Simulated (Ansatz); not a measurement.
Cost and result for the atomization energy of C2H8ClNSi, SMILES `CCN[SiH2]Cl` (13 atoms, 12 bonds).

```xyz
13

C    -0.0200   -1.9159    0.4999
C    -0.5752   -0.5932    0.0108
N     0.4788    0.3282   -0.3759
Si    0.3965    2.0112   -0.1772
Cl   -0.9543    2.9725   -1.4247
H     0.6366   -1.7656    1.3592
H     0.5597   -2.4091   -0.2858
H    -0.8271   -2.5924    0.7905
H    -1.2766   -0.7668   -0.8158
H    -1.1562   -0.1201    0.8093
H     1.0833   -0.0356   -1.0978
H    -0.0718    2.3072    1.1946
H     1.7263    2.5797   -0.4870
```

The species carries charge 0 and has multiplicity 1. The structure was optimised at the PBE0-D4/def2-TZVP level. It is one conformer, not always the lowest. Program: Ansatz. All runs use 2 threads of an AMD EPYC 7R13 on a shared host and a share of an NVIDIA H100 80 GB. Times are those of one run each, without the atoms' runs, and a repeat can differ threefold. Electronic energies, without spin–orbit coupling; frozen cores. CCSD(T)/CBS adds CCSD(T) − MP2 in def2-TZVPP to the MP2 limit, and its time is that of the two runs behind it. T1 = 0.010. B3LYP takes the VWN-RPA correlation (the form of Gaussian; ORCA's B3LYP/G).

CCSD(T)/CBS is a level of theory with its own doubt, some kJ/mol a heavy atom from the limit and from the frozen cores, so smaller differences don't rank the functionals.

```json
{"level": "PBE-D4/def2-TZVPP (with forces)", "functions": "289", "wall time": "8.5 s"}
{"level": "CCSD(T)/def2-TZVPP", "functions": "289", "wall time": "11 s"}
{"level": "r2SCAN-D4/def2-TZVPP (with forces)", "functions": "289", "wall time": "11 s"}
{"level": "MP2/def2-QZVPP", "functions": "551", "wall time": "11 s"}
{"level": "B2PLYP/def2-TZVPP", "functions": "289", "wall time": "13 s"}
{"level": "ωB97M-V/def2-TZVPP (with forces)", "functions": "289", "wall time": "14 s"}
{"level": "ωB97X-V/def2-TZVPP", "functions": "289", "wall time": "15 s"}
{"level": "PBE0-D4/def2-TZVPP", "functions": "289", "wall time": "16 s"}
{"level": "B3LYP-D4/def2-TZVPP (with forces)", "functions": "289", "wall time": "17 s"}
{"level": "CCSD(T)/CBS(def2)", "functions": "–", "wall time": "22 s"}
```

(1) What atomization energy does each give, and how far from CCSD(T)/CBS? (Best estimate.)

Results:

(1) Computed: 
```tsv
level	atomization (kcal/mol)	difference from CCSD(T)/CBS	per bond
PBE-D4/def2-TZVPP (with forces)	1134.0	12.8	1.1
CCSD(T)/def2-TZVPP	1091.5	-29.7	-2.5
r2SCAN-D4/def2-TZVPP (with forces)	1119.8	-1.4	-0.1
MP2/def2-QZVPP	1119.8	-1.4	-0.1
B2PLYP/def2-TZVPP	1108.0	-13.2	-1.1
ωB97M-V/def2-TZVPP (with forces)	1125.2	4.0	0.3
ωB97X-V/def2-TZVPP	1125.7	4.5	0.4
PBE0-D4/def2-TZVPP	1121.3	0.1	0.0
B3LYP-D4/def2-TZVPP (with forces)	1121.1	-0.1	0.0
CCSD(T)/CBS(def2)	1121.2	0.0	0.0
```

The D4 term adds +10.4 kcal/mol with B3LYP and +5.5 kcal/mol with PBE0; it sums over pairs of atoms, weighted by their polarisabilities, and B3LYP, whose exchange is more repulsive, gets the larger term. From PBE to PBE0 (25 % exact exchange), in def2-TZVPP and without D4, the atomization energy moves by −11.7 kcal/mol: exact exchange takes away binding that semilocal exchange gives to molecules. In def2-TZVPP, CCSD(T) changes the Hartree–Fock value by +262.2 kcal/mol (the triples alone add +13.8 kcal/mol) and MP2 by +272.8 kcal/mol; breaking electron pairs costs correlation energy, which Hartree–Fock lacks.
